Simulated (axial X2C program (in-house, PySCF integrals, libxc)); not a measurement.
# Spin–orbit effects down a group: molecules with Br (ions), MP2

All values come from calculations with an in-house all-electron X2C program for linear molecules (integrals from PySCF), spin-free (one-electron X2C) or two-component (2c: spin–orbit coupling with atomic mean-field Coulomb and Gaunt terms, which also bring small scalar terms), in Dyall basis sets with cores contracted in-house; open shells are unrestricted.

Basis sets: Be dyall-av3z, Br dyall-acv3z, Ca dyall-acv3z, Mg dyall-av3z, Sr dyall-acv3z. Frozen shells (counts by l): BeBr⁻ Br 3s2p1d, Be 1s, 10 electrons correlated; MgBr⁻ Br 3s2p1d, Mg 2s1p, 10 electrons correlated; CaBr⁻ Br 3s2p1d, Ca 3s2p, 10 electrons correlated; SrBr⁻ Sr 4s3p1d, Br 3s2p1d, 10 electrons correlated. Where the outer core of a metal is frozen, bonds come out longer and ionisation energies lower.

```json
{"molecule": "BeBr⁻", "spin-free state": "M_S = 0, Λ = 0", "Re (Å)": "2.116", "ωe (cm⁻¹)": "458.0", "De (eV)": "1.25", "2c state": "Ω = 0", "Re 2c (Å)": "2.116", "ωe 2c (cm⁻¹)": "457.6", "De 2c (eV)": "1.25"}
{"molecule": "MgBr⁻", "spin-free state": "M_S = 0, Λ = 0", "Re (Å)": "2.576", "ωe (cm⁻¹)": "229.3", "De (eV)": "1.04", "2c state": "Ω = 0", "Re 2c (Å)": "2.577", "ωe 2c (cm⁻¹)": "229.0", "De 2c (eV)": "1.04"}
{"molecule": "CaBr⁻", "spin-free state": "M_S = 0, Λ = 0", "Re (Å)": "2.792", "ωe (cm⁻¹)": "207.6", "De (eV)": "1.54", "2c state": "Ω = 0", "Re 2c (Å)": "2.793", "ωe 2c (cm⁻¹)": "207.4", "De 2c (eV)": "1.54"}
{"molecule": "SrBr⁻", "spin-free state": "M_S = 0, Λ = 0", "Re (Å)": "2.935", "ωe (cm⁻¹)": "159.6", "De (eV)": "1.57", "2c state": "Ω = 0", "Re 2c (Å)": "2.935", "ωe 2c (cm⁻¹)": "159.4", "De 2c (eV)": "1.57"}
```

Fragments in 2c: Br- + Be, Br- + Mg, Br- + Ca, Sr + Br-. Each entry is the lowest single determinant of a limited PBE0 search at one distance. De goes to single-determinant-based atoms at the same level (for ions the charge split of lowest energy) and is withheld (n/a) where an atom does not fit its ground term or J level. Main or longest-lived isotopes.
